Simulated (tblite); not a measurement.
Q: Write Cartesian coordinates for `C#C[Si@H](Cl)SC` as optimised with GFN2-xTB.

A: 
```
atom  x, y, z in Å
C1    -2.1408   -1.3563   -0.2673
C2    -1.5819   -0.3290    0.0135
Si3   -0.6444    1.2247    0.3736
Cl4   -1.6937    2.8389   -0.1965
S5     1.1767    1.1684   -0.7745
C6     1.8590   -0.4163   -0.1934
H7    -2.6483   -2.2481   -0.5014
H8    -0.3209    1.2704    1.7948
H9     2.0937   -0.3480    0.8638
H10    2.7648   -0.5920   -0.7638
H11    1.1413   -1.2099   -0.3747
```

Orientation and origin are arbitrary. Atoms count from 1 in this order. Si3 (chlorine-bound silicon) is tetrahedral (angles from 107.6° to 111.6°). Of the pairs four or more bonds apart, C2···H11 is among the closest relative to their van der Waals radii: 2.89 Å, 100 % of the sum of Bondi's values.

Bonds between heavy atoms (Å): C1≡C2 1.203, C2–Si3 1.850, Si3–Cl4 2.008, Si3–S5 2.154, S5–C6 1.821.

Computed geometry: GFN2-xTB, gas phase.

Point group: C1 (no symmetry element, even within 0.4 Å). Its GFN2-xTB frequencies are all real (lowest 48 cm⁻¹). One conformer, not necessarily the lowest (C2–Si3–S5–C6 -56°). 3 starts were optimised and ended at 0.00, 0.17 and 0.18 kcal/mol (GFN2-xTB); the lowest of these is shown.

Time: 0.84 s wall. Hardware: an Arm Neoverse N1 with one thread (shared host). That covers the optimisation of the geometry.
